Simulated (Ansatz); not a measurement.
`C=C[CH2][GeH3]` + `F/C=C/F` → `C=C/C(F)=C\F` + `[CH3][GeH3]` at 400 K and 1 bar (formal exchange of groups at a C–C bond).

Computed with Ansatz on PBE0-D4/def2-TZVP structures; ΔE is electronic, products minus reactants. CCSD(T)/CBS is the MP2 limit (def2-TZVPP, def2-QZVPP) plus CCSD(T) − MP2 in def2-TZVPP, frozen cores. Double bonds are as drawn, so ΔE can hold a change between cis and trans. For Ge outer-core shells are correlated without core-valence functions, which leaves a few kJ/mol of doubt a bond. Scalar relativity is left out up to krypton. Each species was taken in one conformer, which may not be the lowest.

```json
{"species": "`C=C[CH2][GeH3]`", "CCSD(T)/CBS energy (Eh)": "-2195.05349", "H − E (kJ/mol)": "276.1", "S (J/(mol·K))": "366.0"}
{"species": "`F/C=C/F`", "CCSD(T)/CBS energy (Eh)": "-276.83639", "H − E (kJ/mol)": "116.5", "S (J/(mol·K))": "286.3"}
{"species": "`C=C/C(F)=C\\F`", "CCSD(T)/CBS energy (Eh)": "-354.13633", "H − E (kJ/mol)": "213.8", "S (J/(mol·K))": "351.4"}
{"species": "`[CH3][GeH3]`", "CCSD(T)/CBS energy (Eh)": "-2117.76728", "H − E (kJ/mol)": "178.0", "S (J/(mol·K))": "291.9"}
```

H − E and S are ideal-gas, rigid-rotor, harmonic terms from PBE0-D4/def2-TZVP, for one conformer and one mirror image of each species. 1 Eh = 2625.50 kJ/mol, R = 8.31446 J/(mol·K).

Q: By hand: ΔE, ΔH, ΔS and ΔG.

A: ΔE = (-354.13633) + (-2117.76728) − (-2195.05349) − (-276.83639) = -0.01373 Eh = -36.0 kJ/mol. Δ(H − E) = 213.8 + 178.0 − 276.1 − 116.5 = -0.8, so ΔH = -36.8 kJ/mol. ΔS = 351.4 + 291.9 − 366.0 − 286.3 = -9.0 J/(mol·K). ΔG = -36.8 − 400 × (-9.0)/1000 = -33.2 kJ/mol.

Q: By hand: the equilibrium constant, and the temperature at which ΔG would vanish if ΔH and ΔS stayed fixed.

A: log₁₀ K = −ΔG/(RT ln 10) = 4.3. ΔG = 0 at ΔH/ΔS = 4089 K, far beyond where these terms or the molecules hold.

The number of gas molecules stays the same, so ΔS is small and ΔH decides. A doubt of 5 kJ/mol in ΔE shifts log₁₀ K by 0.7 here. Other conformers and mirror images would add mixing entropy, several J/(mol·K) or more a flexible species. These are equilibria of isolated gas molecules and say nothing of rates. Largest T1 diagnostic: 0.012 (customary marks: 0.02 for closed shells, 0.045 for open ones).
